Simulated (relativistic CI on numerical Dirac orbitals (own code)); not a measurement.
## Sensitivity of the levels of Rb15+ to α and to the nuclear radius

Method of calculation: Dirac-Coulomb-Breit CI, separate exchange-only KLI orbitals for each configuration, derivatives by finite differences, unscaled Slater integrals, QED left out (own radial code, finite nucleus).

Configuration list (outside the closed core [Ne] 3s2): 3p⁶3d⁴, 3p⁵3d⁵, 3p⁶3d³4p, 3p⁶3d²4s4p, 3p⁶3d²4s², 3p⁶3d4s²4p. Double excitations out of closed p, d and f shells are left out; levels of such configurations are missing from the list, as are those of other unlisted configurations, and high levels can miss mixing partners.

With x = (α/α₀)² − 1 an excitation energy changes as ω = ω₀ + qx; K = 2q/ω₀ is the relative enhancement. Terms are leading LS components, so labels can repeat. The field-shift factor is F = δν/δ⟨r²⟩ for the transition from the lowest level.

Lowest level 3p⁶3d⁴ ⁵D0.

```csv
Level,ω₀ (cm⁻¹),q (cm⁻¹),K,F (GHz/fm²)
3p⁶3d⁴ ⁵D1,2844.6,4772,3.35,0.022
3p⁶3d⁴ ⁵D2,7025.5,10060,2.86,0.0479
3p⁶3d⁴ ⁵D3,11754.2,14680,2.5,0.0719
3p⁶3d⁴ ⁵D4,16659.6,18360,2.2,0.0927
3p⁶3d⁴ ³P0,58444.5,-1479,-0.0506,0.0672
3p⁶3d⁴ ³H4,61158.9,2985,0.0976,0.0885
3p⁶3d⁴ ³H5,67215.3,11730,0.349,0.13
3p⁶3d⁴ ³P1,70607.3,10960,0.311,0.131
3p⁶3d⁴ ³H6,70921.5,14930,0.421,0.148
3p⁶3d⁴ ³F3,72835.7,7197,0.198,0.119
3p⁶3d⁴ ³F2,74944.0,10090,0.269,0.133
3p⁶3d⁴ ³F4,77445.5,16300,0.421,0.16
3p⁶3d⁴ ³P2,85355.2,21360,0.5,0.19
```

At this charge energies of transitions that change n are usually good to better than 1 %, and those within a shell (Δn = 0) to a few per cent. Terms inside the open d or f shell come out 10 to 20 % too wide with unscaled integrals.
